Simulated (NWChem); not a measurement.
System: CH$_{5}$GaO; SMILES C[O][GaH2]

Parts of the log:

```
             Northwest Computational Chemistry Package (NWChem) 7.3.0
             --------------------------------------------------------

                             Geometry "geometry" -> ""
                             -------------------------

 Output coordinates in angstroms (scale by  1.889725989 to convert to a.u.)

  No.       Tag          Charge          X              Y              Z
 ---- ---------------- ---------- -------------- -------------- --------------
    1 Ga                  31.0000    -0.10064100    -0.70089600    -0.02400300
    2 H                    1.0000    -1.21511700    -1.78257700     0.07289600
    3 H                    1.0000     1.44922300    -0.85053500    -0.19729500
    4 O                    8.0000    -0.72076100     0.96773800     0.08289900
    5 C                    6.0000     0.03768700     2.13589300     0.02712900
    6 H                    1.0000     1.12412400     1.95413100    -0.09605600
    7 H                    1.0000    -0.28878500     2.77027600    -0.81719100
    8 H                    1.0000    -0.09532200     2.72904200     0.95037400

 Effective nuclear repulsion energy (a.u.)     183.6223948912

                              NWChem Property Module
                              ----------------------

                                 NWChem DFT Module
                                 -----------------

 Summary of "ao basis" -> "ao basis" (spherical)
 ------------------------------------------------------------------------------
       Tag                 Description            Shells   Functions and Types
 ---------------- ------------------------------  ------  ---------------------
 Ga                        def2-svpd                14       38   6s4p4d
 H                         def2-svpd                 4        8   2s2p
 O                         def2-svpd                 9       23   4s3p2d
 C                         def2-svpd                 8       20   4s2p2d

            General Information
            -------------------
          SCF calculation type: DFT
          Wavefunction type:  closed shell.
          No. of atoms     :     8
          No. of electrons :    50
           Alpha electrons :    25
            Beta electrons :    25
          Charge           :     0
          Spin multiplicity:     1
          Use of symmetry is: off; symmetry adaption is: off
          Maximum number of iterations: 150
          AO basis - number of functions:   121
                     number of shells:    51
          Convergence on energy requested:  1.00D-06
          Convergence on density requested:  1.00D-05
          Convergence on gradient requested:  5.00D-04

              XC Information
              --------------
                         B3LYP Method XC Potential
                     Hartree-Fock (Exact) Exchange  0.200
                        Slater Exchange Functional  0.800 local
                    Becke 1988 Exchange Functional  0.720 non-local
              Lee-Yang-Parr Correlation Functional  0.810
                  VWN I RPA Correlation Functional  0.190 local

             Grid Information
             ----------------
          Grid used for XC integration:  medium
          Radial quadrature: Mura-Knowles
          Angular quadrature: Lebedev.
          Tag              B.-S. Rad. Rad. Pts. Rad. Cut. Ang. Pts.
          ---              ---------- --------- --------- ---------
          Ga                  1.30      112          11.0       590
          H                   0.35       45          12.0       434
          O                   0.60       49          10.0       434
          C                   0.70       49          12.0       434
          Grid pruning is: on
          Number of quadrature shells:   435
          Spatial weights used:  Erf1

      Superposition of Atomic Density Guess
      -------------------------------------

 Sum of atomic energies:       -2037.79174307

      Non-variational initial energy
      ------------------------------

 Total energy =   -2038.881221
 1-e energy   =   -3205.758474
 2-e energy   =     983.254859
 HOMO         =      -0.356730
 LUMO         =       0.000534

   convergence    iter        energy       DeltaE   RMS-Dens  Diis-err
 ---------------- ----- ----------------- --------- --------- ---------
 d= 0,ls=0.0,diis     1  -2040.8400791064 -2.22D+03  2.28D-02  6.08D-01
 d= 0,ls=0.0,diis     2  -2040.6287277383  2.11D-01  1.18D-02  2.73D+00
 d= 0,ls=0.0,diis     3  -2040.9130992111 -2.84D-01  1.59D-03  3.89D-02
 d= 0,ls=0.0,diis     4  -2040.9157286072 -2.63D-03  6.86D-04  1.17D-02
 d= 0,ls=0.0,diis     5  -2040.9166870823 -9.58D-04  1.85D-04  2.36D-04
  Resetting Diis
 d= 0,ls=0.0,diis     6  -2040.9167070543 -2.00D-05  2.90D-05  1.55D-05
 d= 0,ls=0.0,diis     7  -2040.9167084723 -1.42D-06  1.30D-05  1.11D-06
 d= 0,ls=0.0,diis     8  -2040.9167084055  6.67D-08  7.51D-06  1.74D-06

         Total DFT energy =    -2040.916708405523
      One electron energy =    -3206.909575021048
           Coulomb energy =     1073.333627619236
    Exchange-Corr. energy =      -90.963155894928
 Nuclear repulsion energy =      183.622394891216

 Numeric. integr. density =       50.000018289942

                       DFT Final Molecular Orbital Analysis
                       ------------------------------------

 Vector   23  Occ=2.000000D+00  E=-3.212600D-01
              MO Center= -2.1D-01, -8.3D-01, -1.5D-02, r^2= 3.6D+00
   Bfn.  Coefficient  Atom+Function         Bfn.  Coefficient  Atom+Function
  ----- ------------  ---------------      ----- ------------  ---------------
    39      0.344377  2 H  s                 47     -0.263547  3 H  s
    13     -0.251821  1 Ga px                40      0.172407  2 H  s
    14     -0.168818  1 Ga py                16     -0.148248  1 Ga px
    10      0.145104  1 Ga px                48     -0.143056  3 H  s
    98      0.122876  6 H  s                 60      0.116202  4 O  py

 Vector   24  Occ=2.000000D+00  E=-2.876482D-01
              MO Center= -1.6D-01,  8.9D-01,  2.0D-02, r^2= 2.7D+00
   Bfn.  Coefficient  Atom+Function         Bfn.  Coefficient  Atom+Function
  ----- ------------  ---------------      ----- ------------  ---------------
    59      0.466745  4 O  px                58     -0.414051  4 O  s
    62      0.323636  4 O  px                98     -0.220104  6 H  s
    47     -0.196078  3 H  s                 60     -0.182391  4 O  py
     5      0.175420  1 Ga s                 82     -0.174036  5 C  px
    16     -0.151113  1 Ga px                17      0.137486  1 Ga py

 Vector   25  Occ=2.000000D+00  E=-2.821771D-01
              MO Center= -5.0D-01,  1.3D+00,  6.7D-02, r^2= 1.8D+00
   Bfn.  Coefficient  Atom+Function         Bfn.  Coefficient  Atom+Function
  ----- ------------  ---------------      ----- ------------  ---------------
    61      0.528280  4 O  pz                64      0.370626  4 O  pz
   106      0.216603  7 H  s                114     -0.216580  8 H  s
    84     -0.208123  5 C  pz               107      0.155724  7 H  s
   115     -0.155717  8 H  s                 15      0.116817  1 Ga pz
    96      0.082500  5 C  d  1              67      0.073030  4 O  pz

 Vector   26  Occ=0.000000D+00  E=-5.662759D-02
              MO Center= -1.0D-02, -8.0D-01, -3.6D-02, r^2= 3.9D+00
   Bfn.  Coefficient  Atom+Function         Bfn.  Coefficient  Atom+Function
  ----- ------------  ---------------      ----- ------------  ---------------
    18      0.653325  1 Ga pz                15      0.404866  1 Ga pz
    12     -0.205420  1 Ga pz                61     -0.200645  4 O  pz
    64     -0.149837  4 O  pz               107      0.078514  7 H  s
   115     -0.078522  8 H  s                 35     -0.073158  1 Ga d -1
    16      0.071588  1 Ga px                96     -0.067246  5 C  d  1

 Vector   27  Occ=0.000000D+00  E= 4.765743D-03
              MO Center= -4.5D-02, -7.0D-01, -3.0D-02, r^2= 6.0D+00
   Bfn.  Coefficient  Atom+Function         Bfn.  Coefficient  Atom+Function
  ----- ------------  ---------------      ----- ------------  ---------------
    81      1.091473  5 C  s                  5      1.022858  1 Ga s
    58     -0.646702  4 O  s                  6     -0.629771  1 Ga s
    65     -0.491051  4 O  px                 4      0.474201  1 Ga s
    36      0.374045  1 Ga d  0              17      0.355690  1 Ga py
   107     -0.345993  7 H  s                115     -0.346028  8 H  s

 Vector   28  Occ=0.000000D+00  E= 9.626920D-03
              MO Center=  7.6D-02, -3.2D-02, -2.8D-02, r^2= 1.3D+01
   Bfn.  Coefficient  Atom+Function         Bfn.  Coefficient  Atom+Function
  ----- ------------  ---------------      ----- ------------  ---------------
     5      2.684331  1 Ga s                  6     -2.486497  1 Ga s
    81     -0.743859  5 C  s                 80     -0.688389  5 C  s
    99      0.593297  6 H  s                107      0.380863  7 H  s
   115      0.380836  8 H  s                 40     -0.353813  2 H  s
    58     -0.292942  4 O  s                  4      0.279574  1 Ga s

     Multipole analysis of the density
     ---------------------------------

     L   x y z        total         alpha         beta         nuclear
     -   - - -        -----         -----         ----         -------
     0   0 0 0     -0.000000    -25.000000    -25.000000     50.000000

     1   1 0 0      0.423247      7.473570      7.473570    -14.523893
     1   0 1 0     -0.125466     -3.511316     -3.511316      6.897165
     1   0 0 1     -0.049311     -0.019554     -0.019554     -0.010203

     2   2 0 0    -25.297785    -29.453204    -29.453204     33.608624
     2   1 1 0      0.796514      1.898866      1.898866     -3.001217
     2   1 0 1      0.486041      1.553711      1.553711     -2.621382
     2   0 2 0    -22.065678   -141.260622   -141.260622    260.455566
     2   0 1 1     -0.110038     -3.074210     -3.074210      6.038381
     2   0 0 2    -20.948962    -13.512978    -13.512978      6.076995

 *** CALLING NEW AORESP DRIVER FOR CLOSED AND OPEN SHELLS ***
 Entering AOResponse driver routine

--------------------------------------------------------------------------------

          -----------------------------------------------
          Solving response equations for perturbing field
          -----------------------------------------------

 number of frequencies:     1
 frequency in a.u.:  0.0000000E+00
 Perturbing field: electric
 Using El. Dipole Length Gauge

 Setting up CPKS with frequency omega =      0.00000000 a.u.

 STATIC response

                                NWChem CPHF Module
                                ------------------

  scftype          =     RHF
  nclosed          =       25
  nopen            =        0
  variables        =     2400
  # of vectors     =        3
  tolerance        = 0.10D-03
  level shift      = 0.00D+00
  max iterations   =       50
  max subspace     =       30

 SCF residual:    3.8077868133886859E-004

Iterative solution of linear equations
  No. of variables     2400
  No. of equations        3
  Maximum subspace       30
        Iterations       50
       Convergence  1.0D-04

   iter   nsub   residual    time
   ----  ------  --------  ---------
     1      3    1.87D+00      52.1
     2      6    2.01D+00      67.8
     3      9    4.06D-01      85.3
     4     12    1.09D-01     101.3
     5     15    5.69D-02     115.6
     6     18    4.77D-03     132.4
     7     21    2.42D-04     148.0
     8     24    2.91D-05     165.8

 Electric Dipole Response Matrix (nonzero elements):

              1        2        3
    1   47.8549   1.8987  -1.0002
    2    1.8986  59.2769   0.2813
    3   -1.0002   0.2813  38.4390

 ------------------------------------------
 average:        48.52362 + I       0.00000

 DFT Linear Response polarizability / au
 Frequency  =       0.0000000 / au
              X              Y              Z
 -----------------------------------------------
 X      47.8549389      1.8986548     -1.0001920
 Y       1.8986441     59.2769179      0.2813389
 Z      -1.0001922      0.2813378     38.4389990
 -----------------------------------------------
 Eigenvalues =      47.6631113     59.5849181     38.3228264
 Isotropic   =      48.5236186
 Anisotropic =      18.4586964
 -----------------------------------------------

 Magnetic Dipole Response Matrix (nonzero elements):

 Exiting AOResponse driver routine
```

Level: B3LYP/def2-SVPD. The geometry was optimised at PBE0/def2-SVP.

**Question.** Which NWChem input produces such a log?

**Answer.** This is not unique; one that fits is the input that was run:
```
start job
memory heap 200 mb stack 900 mb global 1100 mb
geometry units angstroms noautosym nocenter noautoz
  Ga    -0.100641    -0.700896    -0.024003
  H     -1.215117    -1.782577     0.072896
  H      1.449223    -0.850535    -0.197295
  O     -0.720761     0.967738     0.082899
  C      0.037687     2.135893     0.027129
  H      1.124124     1.954131    -0.096056
  H     -0.288785     2.770276    -0.817191
  H     -0.095322     2.729042     0.950374
end
basis spherical
  * library def2-svpd
end
dft
  xc b3lyp
  iterations 150
end
property
  response 1 0.0
end
task dft property
```
